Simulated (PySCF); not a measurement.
Se(2+) (selenium, charge +2) across methods

[Ar] 3d10 4s2 4p1 4d1, one real determinant (an excited configuration). Computed with PySCF 2.14 in aug-cc-pVDZ-PP with ECP10MDF (5s4p3d, 32 functions), with scalar relativity through the core potential.

| method | E (hartree) | mean ε 4s β (eV) | mean ε 4p α (eV) | mean ε 4d α (eV) | Σ⟨r²⟩ (bohr²) | ⟨S²⟩ |
| --- | --- | --- | --- | --- | --- | --- |
| r2SCAN | -371.2728 | -39.450 | -28.753 | -13.273 | 28.11 | 2.002 |
| PBE0 | -371.3799 | -40.298 | -29.711 | -13.849 | 28.22 | 2.001 |
| UHF | -370.17227 | -43.007 | -33.541 | -14.844 | 28.97 | 2.005 |
| PBE | -371.4253 | -38.992 | -28.202 | -13.302 | 28.08 | 2.001 |
| CAM-B3LYP | -371.3844 | -42.134 | -31.068 | -14.705 | 28.22 | 2.001 |
| LDA | -370.8540 | -39.518 | -28.266 | -13.104 | 28.09 | 2.000 |
| PBEsol | -371.0604 | -39.021 | -28.191 | -13.210 | 28.07 | 2.001 |
| wB97X-V | -371.3748 | -42.948 | -32.012 | -15.467 | 28.19 | 2.001 |

Question: Estimate the same row for M06-2X.

Answer: E (hartree) = -371.5907; mean ε 4s β (eV) = -40.608; mean ε 4p α (eV) = -30.816; mean ε 4d α (eV) = -14.343; Σ⟨r²⟩ (bohr²) = 28.38; ⟨S²⟩ = 2.002.

⟨L²⟩ = 8.00 against 12 for a pure F term, so this real determinant mixes terms. Energies and moments cover only the electrons outside the core potential. The outer electron is Rydberg-like, and this basis confines it to a smaller radius and binds it less than a complete one would.
